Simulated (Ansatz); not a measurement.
`[CH3][SbH][CH3]`, relaxed with RKS PBE-D4/def2-SVP in the Gaussian-basis code of Ansatz from a rough embedded geometry. The force threshold is 0.03 eV/Å; the program also tests the step.

The species carries charge 0 and has multiplicity 1. Sb takes the def2 core potential.

Start:

```xyz
10

C     0.703    1.336    0.174
Sb   -1.162    0.443    0.540
C    -0.346   -1.505    0.126
H     1.389    1.129    0.959
H     0.610    2.489    0.140
H     1.180    1.027   -0.791
H    -1.685    0.677   -1.154
H     0.274   -1.826    0.898
H    -1.180   -2.264   -0.031
H     0.217   -1.506   -0.861
```

(1) By how much does the energy fall, and how many steps does the optimiser take? (Estimate.)

(2) Which bonds change most? (An estimate is asked.)

(3) Give the relaxed structure. (An estimate is asked.)

## Answers

(1) Ansatz gave: 29.63 kJ/mol, in 5 steps.

(2) Computed: C1–Sb2 from 2.100 to 2.199 Å; C3–H8 from 1.041 to 1.107 Å; C1–H5 from 1.157 to 1.107 Å; Sb2–H7 from 1.788 to 1.741 Å.

(3) Computed: 
```xyz
10

C     0.759    1.431    0.159
Sb   -1.157    0.422    0.540
C    -0.380   -1.581    0.072
H     1.438    1.242    1.013
H     0.593    2.522    0.070
H     1.219    1.049   -0.772
H    -1.719    0.681   -1.086
H     0.236   -1.933    0.922
H    -1.225   -2.281   -0.071
H     0.237   -1.552   -0.846
```
